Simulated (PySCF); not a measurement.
Two-component Hartree-Fock for Pt⁺ (platinum, charge +1)

Start: [Xe] 4f14 5d9; 5d3/2 filled at m_j = -1/2, +1/2, +3/2; 5d5/2 filled at m_j = -5/2, -3/2, -1/2, +1/2, +3/2, +5/2. Calculated with PySCF 2.14 in x2c-TZVPall-2c: generalised Hartree-Fock with the X2C-1e Hamiltonian and a Gaussian nucleus; one run each with spin-orbit coupling (SO) screened by Boettger's factors, then bare. This is a chosen level, not necessarily the ground level.

```csv
spinor shell,electrons,"ε, screened SO (eV)","ε, bare SO (eV)",weight of nominal j (bare SO),"rms radius, bare SO (bohr)"
1s1/2,2,-78811.4,-78809.5,1.000,0.0194
2s1/2,2,-13998.3,-13997.7,1.000,0.0782
2p1/2,2,-13393.8,-13433.6,1.000,0.0661
2p3/2,4,-11659.4,-11646.9,1.000,0.0742
3s1/2,2,-3361.1,-3360.9,1.000,0.200
3p1/2,2,-3090.5,-3099.2,1.000,0.191
3p3/2,4,-2703.4,-2700.6,1.000,0.207
3d3/2,4,-2258.1,-2265.7,1.000,0.182
3d5/2,6,-2175.3,-2170.5,1.000,0.187
4s1/2,2,-764.42,-764.37,1.000,0.441
4p1/2,2,-648.46,-650.59,1.000,0.446
4p3/2,4,-555.15,-554.47,1.000,0.481
4d3/2,4,-364.83,-366.47,1.000,0.495
4d5/2,6,-347.16,-346.13,1.000,0.508
5s1/2,2,-128.26,-128.26,1.000,1.03
4f5/2,6,-101.38,-102.47,1.000,0.563
4f7/2,8,-98.067,-97.230,1.000,0.567
5p1/2,2,-88.522,-88.906,0.999,1.12
5p3/2,4,-74.027,-73.909,0.999,1.22
5d3/2,3,-20.733,-20.895,0.973,1.72
5d5/2,6,-19.166,-19.075,0.991,1.80
```

| quantity | screened SO | bare SO |
| --- | --- | --- |
| E (hartree) | -18426.31528 | -18427.99154 |
| M_J | 3/2 | 3/2 |
| ⟨J²⟩ | 3.785 | 3.790 |
| ⟨L²⟩ | 6.315 | 6.312 |
| ⟨S²⟩ | 0.991 | 0.996 |

Each row is a mean over spinors that exchange with the open shell spreads, by up to 3.350 eV (5p1/2).

Breit and QED terms are absent; they matter most for the inner s and p1/2 levels.

Densities and radii are taken from the X2C orbitals without a picture-change correction, which distorts them close to the nucleus.
